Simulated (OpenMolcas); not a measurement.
# Pd3+: moving or changing the point charges

Pd3+ among 6 point charges of -1.7 e arranged as a trigonal antiprism (D3d), 2.14 Å from the ion, with a polar angle of 48.7° against the regular 54.74°.
```
   0.0000    1.6081    1.4120  -1.70
  -1.3926   -0.8040    1.4120  -1.70
   1.3926   -0.8040    1.4120  -1.70
   0.0000   -1.6081   -1.4120  -1.70
   1.3926    0.8040   -1.4120  -1.70
  -1.3926    0.8040   -1.4120  -1.70
```

* Program: OpenMolcas
* Method: CASSCF
* Basis: ANO-RCC-VDZP [6s5p3d1f]
* Scalar Hamiltonian: DKH2, point nucleus
* Active space: 7 electrons in 5 orbitals (4d)
* State averaging: 2S+1 = 4 even, 10 roots; 2S+1 = 2 even, 40 roots
* Spin-orbit coupling: state interaction with AMFI integrals over the reference wave functions

Runs around this geometry, states (labels of D3, the rotations of D3d). Energies in cm-1 above the lowest state or level, χT in cm3 K/mol.

```json
{"R (Å)": "2.14", "q (e)": "-1.7", "Polar angle / regular": "0.82", "Ground state": "4A2", "First state of that spin": "4E 1509", "First gap with spin-orbit (degeneracies)": "217.2 (2, 2)", "χT at 300 K": "3.695", "First state of another spin": "2E 14126"}
{"R (Å)": "2.14", "q (e)": "-0.85", "Polar angle / regular": "0.89", "Ground state": "4A2", "First state of that spin": "4E 159.5", "First gap with spin-orbit (degeneracies)": "447.9 (2, 2)", "χT at 300 K": "4.384", "First state of another spin": "2E 15853"}
{"R (Å)": "2.14", "q (e)": "-1.7", "Polar angle / regular": "0.89", "Ground state": "4A2", "First state of that spin": "4E 721.6", "First gap with spin-orbit (degeneracies)": "532.3 (2, 2)", "χT at 300 K": "3.716", "First state of another spin": "2E 14264"}
{"R (Å)": "2.37", "q (e)": "-1.7", "Polar angle / regular": "0.89", "Ground state": "4A2", "First state of that spin": "4E 399.4", "First gap with spin-orbit (degeneracies)": "440.8 (2, 2)", "χT at 300 K": "4.193", "First state of another spin": "2E 15553"}
```

Taking the first state of the same spin as R^-n, n = -ln(399.4 / 721.6) / ln(2.37 / 2.14) = 5.8 between the shortest and longest distance.

Without dynamic correlation the repulsion within the d shell is too large (B by tens of per cent), so at a given field states of lower spin stand too high. Point charges give a weaker field than real ligands, and real ions of this kind are as a rule low spin; the high spin found here belongs to the model. Spin-orbit coupling mixes the spin-free states strongly: the lowest level takes only 53 % from its leading state, 4A2 (figures for R = 2.14, q = -1.7, ratio = 0.82; the like holds for R = 2.14, q = -0.85, ratio = 0.89, R = 2.14, q = -1.7, ratio = 0.89, R = 2.37, q = -1.7, ratio = 0.89). This shell can be high or low spin here, a state of another spin lies low, and with metal d orbitals alone active their balance is uncertain, so the ground spin may be wrong (holds for R = 2.14, q = -1.7, ratio = 0.82; R = 2.14, q = -1.7, ratio = 0.89). The ground term spreads over less than 5000 cm-1, several times less than with real ligands, so orbital moments are less quenched and χT lies further from the spin-only value than at real sites (holds for R = 2.14, q = -0.85, ratio = 0.89). Point charges carry no covalency, so the field is a model and not that of real ligands. No measured value stands beside these numbers.
